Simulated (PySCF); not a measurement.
BiBr2, SMILES [Br][Bi][Br], multiplicity 2.

Coordinates come from a B3LYP-D3(BJ)/def2-SVP optimisation. The spin state was assumed, not searched. The isomer is the one that the SMILES or the coordinates give; other isomers of the formula were not compared. The def2 effective core potentials stand for the cores of Bi; spin–orbit coupling is left out.

Level of theory: B3LYP-D3(BJ)/def2-SVP (PySCF).

Frequencies are harmonic and unscaled.

List the normal modes with their intensities. (The exact figures need the calculation; the answer reports its results.)


| mode | ν (cm⁻¹) | IR (km/mol) | moving atoms (share of kinetic energy) |
|---|---|---|---|
| 1 | 65 | 0.7 | Br 82 %, Bi 18 % |
| 2 | 215 | 32.3 | Br 69 %, Bi 31 % |
| 3 | 221 | 9.2 | Br 75 %, Bi 25 % |
